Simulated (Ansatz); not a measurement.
Geometry optimisation, Ansatz, RKS B3LYP-D4/def2-SVP.

Input file:

```yaml
crystal:
  periodic: [false, false, false]
  atoms:
    - { symbol: Ti, position_ang: [-0.485995, -0.180894, -0.464739] }
    - { symbol: F, position_ang: [-0.147251, 1.01434, 2.291306] }
    - { symbol: Cl, position_ang: [1.548066, -0.776222, 0.013149] }
    - { symbol: Cl, position_ang: [-0.660838, 1.939133, -0.930538] }
    - { symbol: Cl, position_ang: [-1.0907, -1.237541, -2.273194] }
    - { symbol: O, position_ang: [-1.725282, -0.731277, 0.812168] }
    - { symbol: H, position_ang: [-2.584293, -1.11258, 0.582563] }
    - { symbol: H, position_ang: [-0.867608, 0.455341, 2.456686] }
basis:
  gaussian: { orbitals: def2-SVP }
hamiltonian:
  xc: b3lyp
  dispersion: d4
relax:
  f_tol: 0.03
  max_steps: 50
```

Run as:

```bash
$ ansatz run input.yaml --threads 4 --pin off --max-ram 5120MiB --backend cpu --events-out ev --progress --plain --runs-dir out
```

Where does it end, and by what steps?

The run converged. After 9 steps the energy has fallen by 0.203 eV; H8 moved furthest, 0.39 Å. Joined: Ti1–F2 (3.02 → 2.45 Å).

```tsv
step	energy less start (eV)	largest force component (eV/Å)	accepted
0	0.0000	1.263	yes
1	-0.1377	0.570	yes
2	-0.1757	0.384	yes
3	-0.1923	0.255	yes
4	-0.1995	0.231	yes
5	-0.2014	0.056	yes
6	-0.2023	0.043	yes
7	-0.2024	0.032	yes
8	-0.2025	0.045	yes
9	-0.2026	0.005	yes
```

```xyz
8
Properties=species:S:1:pos:R:3
Ti -0.467 -0.062 -0.280
F -0.209 0.879 1.967
Cl 1.557 -0.817 0.063
Cl -0.585 2.036 -0.887
Cl -1.125 -1.148 -2.062
O -1.739 -0.628 0.884
H -2.467 -1.235 0.697
H -0.979 0.345 2.105
```

Whether the end is a true minimum wasn't checked by a vibrational analysis.

The run took 36 s on 4 threads of Arm Neoverse V1 (shared host), peak memory 0.36 GiB.
